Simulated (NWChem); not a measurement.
# CH6FNOSi; SMILES F[Si@@](N)(C)O

```xyz
11

C     -0.4084    -1.7515     0.3768
Si     0.0052     0.0222     0.0279
N     -1.3365     0.8355    -0.6281
O      0.4886     0.9074     1.3425
F      1.3123    -0.0037    -0.9586
H     -0.7613    -2.2613    -0.5337
H     -1.1961    -1.8287     1.1408
H      0.4772    -2.2972     0.7364
H     -1.9823     0.3903    -1.2666
H     -1.3602     1.8456    -0.6944
H      1.4367     0.9254     1.4994
```
Atoms are numbered in this order, from 1.

Level: PBE0/def2-SVP (NWChem), optimised geometry, unscaled harmonic frequencies. 

```
frequency (cm⁻¹)  IR intensity (km/mol)
----------------  ---------------------
131                                 0.6
177                                11.6
198                                 7.7
224                                84.0
262                                25.1
283                                84.8
330                                77.3
344                                38.8
373                                75.3
674                                 2.6
732                                14.7
772                                 7.3
798                                28.4
826                               110.6
873                               180.8
941                               262.1
988                               189.6
1278                               53.2
1427                                5.2
1428                                3.5
1533                               76.6
3065                                0.5
3165                                2.9
3177                                1.8
3636                               41.6
3741                               45.9
3942                              110.0
```

- zero-point energy: 50.5 kcal/mol
- thermal correction to the enthalpy at 298.15 K (with zero-point energy): 56.0 kcal/mol
- heat capacity Cv: 27.0 cal/(mol K)
- entropy at 298.15 K and 1 atm (symmetry number 1): 83.6 cal/(mol K)
- dipole moment: 0.84 D

Rigid rotor and harmonic oscillator.
